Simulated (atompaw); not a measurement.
**Ca: PAW (atompaw) pseudisation with PBE, scalar-relativistic reference atom.**

Input for atompaw 4.2.0.5:

```
Ca 20
GGA-PBE scalarrelativistic loggrid 1500 logderivrange -5 5 251
4 4 3 0 0 0
4 1 0
3 2 0
0 0 0
c
c
v
v
c
v
v
v
2
2.20 2.00 2.05 2.15
n
n
y
0.85
n
custom rrkj vanderbiltortho sinc
bessel
1.30
2.20
1.30
2.20
2.20
2.20
PWSCFOUT
UPFDX 0.0125d0 UPFXMIN -7.d0 UPFZMESH 20.d0
END
```

Command:

```bash
atompaw < Ca.input > Ca.log
```

Resulting log (summary file):

```
Completed calculations for Ca (AE)

 Exchange-correlation type: GGA, Perdew-Burke-Ernzerhof

 Radial integration grid is logarithmic
 r0 =   4.0659520E-04 h =   8.1319041E-03   n =      1500 rmax =   8.0000000E+01

 Scalar relativistic calculation

 AEatom converged in  37 iterations
   nz     =  20.00
   delta  =       6.539274390613E-17

 All Electron Orbital energies:
  n  l      occupancy      energy
  1  0      2.0000000E+00 -2.9027626E+02
  2  0      2.0000000E+00 -3.0455690E+01
  3  0      2.0000000E+00 -3.4611813E+00
  4  0      2.0000000E+00 -2.7682465E-01
  2  1      6.0000000E+00 -2.4602824E+01
  3  1      6.0000000E+00 -2.0585563E+00
  4  1      0.0000000E+00 -1.0308635E-01
  3  2      0.0000000E+00 -1.4307243E-01

 Total energy
   Total                    :    -1360.65033886608398

 ---
 Completed calculations for Ca (SC)

 Exchange-correlation type: GGA, Perdew-Burke-Ernzerhof

 Radial integration grid is logarithmic
 r0 =   4.0659520E-04 h =   8.1319041E-03   n =      1500 rmax =   8.0000000E+01

 Scalar relativistic calculation

 SCatom converged in   1 iterations
   nz     =  20.00
   delta  =       1.811490686167E-17

 Valence Electron Orbital energies:
  n  l      occupancy      energy
   3  0      2.0000000E+00 -3.4611813E+00
   4  0      2.0000000E+00 -2.7682465E-01
   3  1      6.0000000E+00 -2.0585563E+00
   4  1      0.0000000E+00 -1.0308635E-01
   3  2      0.0000000E+00 -1.4307243E-01

 Total energy
   Total                    :    -1360.65033886278070
   Valence                  :     -133.37902747122934

 PAW parameters:
       lmax =            2
         rc =    2.2159441402716578
        irc =         1059
   rc_shape =    2.0098837899810418
    rc_vloc =    2.0595293629248315
    rc_core =    2.1625288864270509
   Vloc: truncated form - Vps(r)=A.sin(qr)/r for r<rc
   Projector type: RRKJ pseudization + Vanderbilt ortho.
   Sinc^2 compensation charge shape zeroed at   2.0099E+00

 Number of basis functions     6
 No.   n  nodes  l      Energy         Cp coeff         Occ
  1    3    2    0   -0.3461181E+01 -0.4956178E+00  0.2000000E+01
  2    4    3    0   -0.2768247E+00 -0.3673480E+01  0.2000000E+01
  3    3    1    1   -0.2058556E+01 -0.1380223E+01  0.6000000E+01
  4    4    2    1   -0.1030864E+00 -0.9546105E+01  0.0000000E+00
  5    3    0    2   -0.1430724E+00 -0.1024740E+02  0.0000000E+00
  6  999    1    2    0.8500000E+00 -0.6758526E-01  0.0000000E+00

 Eigenvalues of overlap operator (in the basis of projectors):
    1        2.65420926E-02
    2        7.26095214E-02
    3        8.07833124E-02
    4        2.00812609E+01
    5        3.17185078E+01
    6        7.86907381E+01

 Orbital leakage outside PAW augmentation regions
   orb  is_core?  %out_of_sphere
   1 0    T           0.00
   2 0    T           0.00
   3 0    F           2.23
   4 0    F          92.33
   2 1    T           0.00
   3 1    F           5.43
   4 1    F          97.14
   3 2    F          43.11

 Summary of PAW energies
   Total valence energy     :   -133.38310597903836
   Smooth energy            :     41.82394591553698
   One center               :   -175.20705189457533
   Smooth kinetic           :     33.11870762245281
   Vloc energy              :     17.53240063562778
   Smooth exch-corr         :    -13.32620872751960
   One-center xc            :    -58.63395481699027
```

The run took about 8.6 s on one core of a shared server CPU.
